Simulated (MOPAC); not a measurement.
MOPAC input (PM6):

```
PM6 1SCF CHARGE=1 GEO-OK AUX(PRECISION=9) THREADS=1
CH3Be

Be   -0.87992344 1   -0.51025829 1   -0.68985964 1
C     0.30537839 1    0.17708570 1    0.23941654 1
H     0.85331289 1   -0.61161243 1    0.76365012 1
H    -0.15481764 1    0.85375314 1    0.96566621 1
H     0.98892816 1    0.73637827 1   -0.40637702 1
```

Output:

```
 *******************************************************************************
 **                                                                           **
 **                              MOPAC v23.2.5                                **
 **                                                                           **
 *******************************************************************************
 ** MOPAC's Digital Object Identifier: https://doi.org/10.5281/zenodo.6511958 **
 **                                                                           **
 ** Please cite the open-source release paper for use of this MOPAC version:  **
 ** J. E. Moussa and J. J. P. Stewart (2026)                                  **
 ** MOPAC: An open-source semiempirical molecular orbital program             **
 ** J. Open Source Softw., 11(119), 8025, https://doi.org/10.21105/joss.08025 **
 *******************************************************************************

                              PM6 CALCULATION RESULTS

 *******************************************************************************
 *  PM6        - The PM6 Hamiltonian to be used
 *  GEO-OK     - OVERRIDE INTERATOMIC DISTANCE AND OTHER SAFETY CHECKS
 *
 *
 *
 *                 CHARGE ON SYSTEM = +1
 *
 *
 *
 *  1SCF       - DO 1 SCF AND THEN STOP
 *  AUX        - OUTPUT AUXILIARY INFORMATION
 *******************************************************************************
PM6 1SCF CHARGE=1 GEO-OK AUX(PRECISION=9) THREADS=1
 CH3Be

   ATOM   CHEMICAL          X               Y               Z
  NUMBER   SYMBOL      (ANGSTROMS)     (ANGSTROMS)     (ANGSTROMS)

     1      Be         -0.87992344  *  -0.51025829  *  -0.68985964  *
     2       C          0.30537839  *   0.17708570  *   0.23941654  *
     3       H          0.85331289  *  -0.61161243  *   0.76365012  *
     4       H         -0.15481764  *   0.85375314  *   0.96566621  *
     5       H          0.98892816  *   0.73637827  *  -0.40637702  *

          CARTESIAN COORDINATES

    NO.       ATOM           X           Y           Z

     1        Be         -0.8799     -0.5103     -0.6899
     2         C          0.3054      0.1771      0.2394
     3         H          0.8533     -0.6116      0.7637
     4         H         -0.1548      0.8538      0.9657
     5         H          0.9889      0.7364     -0.4064

 General Reference for PM6:
 "Optimization of Parameters for Semiempirical Methods V: Modification of NDDO Approximations
 and Application to 70 Elements", J. J. P. Stewart, J. Mol. Mod., 13, 1173-1213 (2007)
 URL: https://link.springer.com/article/10.1007/s00894-007-0233-4

           Empirical Formula: C H3 Be  =     5 atoms

      MOLECULAR POINT GROUP   :   C3v

      RHF CALCULATION, NO. OF DOUBLY OCCUPIED LEVELS = 4

 -------------------------------------------------------------------------------
 PM6 1SCF CHARGE=1 GEO-OK AUX(PRECISION=9) THREADS=1
 CH3Be

     1SCF WAS SPECIFIED, SO BFGS WAS NOT USED
     SCF FIELD WAS ACHIEVED

                              PM6 CALCULATION
                                                       MOPAC v23.2.5 Linux

          FINAL HEAT OF FORMATION =        222.73079 KCAL/MOL =     931.90564 KJ/MOL

          COSMO AREA              =         80.39 SQUARE ANGSTROMS
          COSMO VOLUME            =         64.07 CUBIC ANGSTROMS

          IONIZATION POTENTIAL    =         17.140927 EV
          HOMO LUMO ENERGIES (EV) =        -17.141 -7.166
          NO. OF FILLED LEVELS    =          4
          MOLECULAR WEIGHT        =         24.0469         POINT GROUP:  C3v

          MOLECULAR DIMENSIONS (Angstroms)

            Atom       Atom       Distance
            H     3   Be     1     2.26430
            H     5    H     4     1.79009
           Be     1    H     4     1.37936

          SCF CALCULATIONS        =          1

   ATOM   CHEMICAL          X               Y               Z
  NUMBER   SYMBOL      (ANGSTROMS)     (ANGSTROMS)     (ANGSTROMS)

     1      Be         -0.87992344  *  -0.51025829  *  -0.68985964  *
     2       C          0.30537839  *   0.17708570  *   0.23941654  *
     3       H          0.85331289  *  -0.61161243  *   0.76365012  *
     4       H         -0.15481764  *   0.85375314  *   0.96566621  *
     5       H          0.98892816  *   0.73637827  *  -0.40637702  *

                             CARTESIAN COORDINATES

   1   Be       -0.879923440    -0.510258290    -0.689859640
   2    C        0.305378390     0.177085700     0.239416540
   3    H        0.853312890    -0.611612430     0.763650120
   4    H       -0.154817640     0.853753140     0.965666210
   5    H        0.988928160     0.736378270    -0.406377020

           Empirical Formula: C H3 Be  =     5 atoms

      MOLECULAR POINT GROUP   :   C3v

                  EIGENVALUES
 -29.57785 -18.62287 -18.62287 -17.14093  -7.16613  -4.48574  -4.48574  -1.59026
   1.20740   1.20740   2.26669

              NET ATOMIC CHARGES AND DIPOLE CONTRIBUTIONS

  ATOM NO.   TYPE          CHARGE      No. of ELECS.   s-Pop       p-Pop
    1         Be           1.002460        0.9975     0.50972     0.48782
    2          C          -0.650807        4.6508     1.07510     3.57571
    3          H           0.216116        0.7839     0.78388
    4          H           0.216116        0.7839     0.78388
    5          H           0.216116        0.7839     0.78388
 DIPOLE           X         Y         Z       TOTAL
 POINT-CHG.    -2.928    -1.698    -2.296     4.090
 HYBRID        -1.837    -1.066    -1.441     2.566
 SUM           -4.766    -2.764    -3.736     6.656

          ATOMIC ORBITAL ELECTRON POPULATIONS

     Atom    s        px        py        pz
    1 Be   0.50972   0.21638   0.11431   0.15712
    2  C   1.07510   1.18781   1.19558   1.19232
    3  H   0.78388
    4  H   0.78388
    5  H   0.78388

 **********************
 *                    *
 * JOB ENDED NORMALLY *
 *                    *
 **********************

 == MOPAC DONE ==
```

The dipole moment of an ion depends on the origin.
